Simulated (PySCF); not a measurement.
Species: `[C@@H]1(C)C(F)(F)[SiH2][SiH2]N1`. The columns A, B, C and D hold Mulliken, IAO, Hirshfeld and ESP-fitted charges (e) of one PBE0/pcSseg-1 density (PySCF), in a shuffled order. Coordinates in Å (GFN2-xTB); the density's dipole moment is (-2.23, 0.63, 1.05) D.

```
atom       x       y       z       A       B       C       D
  C1  -0.837  -1.598   0.432  -0.197  -0.131  -0.442  -0.434
  C2  -0.322  -0.717  -0.707  -0.129  -0.002  +0.206  -0.022
  N3  -1.021   0.549  -0.792  -0.635  -0.242  -0.826  -0.675
 Si4  -0.666   1.857   0.272  +0.493  +0.281  +0.472  +0.600
 Si5   1.441   1.042   0.739  +0.257  +0.226  +0.100  +0.392
  C6   1.169  -0.417  -0.519  +0.352  +0.098  +0.329  +0.331
  F7   1.845  -1.567  -0.204  -0.305  -0.101  -0.213  -0.306
  F8   1.694  -0.045  -1.736  -0.305  -0.112  -0.233  -0.308
  H9  -0.691  -1.093   1.385  +0.114  +0.036  +0.121  +0.135
 H10  -0.308  -2.547   0.448  +0.130  +0.039  +0.119  +0.153
 H11  -1.899  -1.789   0.296  +0.114  +0.043  +0.138  +0.145
 H12  -0.447  -1.249  -1.661  +0.127  +0.042  +0.082  +0.149
 H13  -1.929   0.458  -1.220  +0.198  +0.121  +0.409  +0.261
 H14  -0.844   3.080  -0.514  -0.073  -0.077  -0.094  -0.113
 H15  -1.562   1.945   1.444  -0.089  -0.091  -0.119  -0.144
 H16   2.663   1.713   0.301  -0.025  -0.062  -0.016  -0.075
 H17   1.707   0.388   2.025  -0.028  -0.067  -0.035  -0.089
```

Question: Which column most likely holds the ESP-fitted charges?

Answer: C. Σ q r misses the density's dipole by 0.04 D (C), 1.30 D (B), 2.81 D (D), 3.47 D (A). Charges fitted to the outside potential are the only set here that is tied to the molecule's multipoles.

Question: And the Hirshfeld charges?

Answer: B. The mean sizes are 0.104 e (B), 0.210 e (A), 0.233 e (C), 0.255 e (D), and Hirshfeld charges are commonly the smallest of these schemes.

As computed, A = Mulliken, B = Hirshfeld, C = ESP-fitted, D = IAO. Hydrogens on carbon: Mulliken +0.11 to +0.13, Hirshfeld +0.04 to +0.04, ESP-fitted +0.08 to +0.14, IAO +0.13 to +0.15 e.

The Hirshfeld scheme weights the molecular density at each point by an atom's share of the summed free-atom densities. The IAO scheme projects the occupied orbitals on a minimal set of polarised atomic orbitals and counts the electrons in each atom's part of it.

One conformer (not necessarily the lowest) at the GFN2-xTB geometry, without solvent, vibrations or thermal averaging.
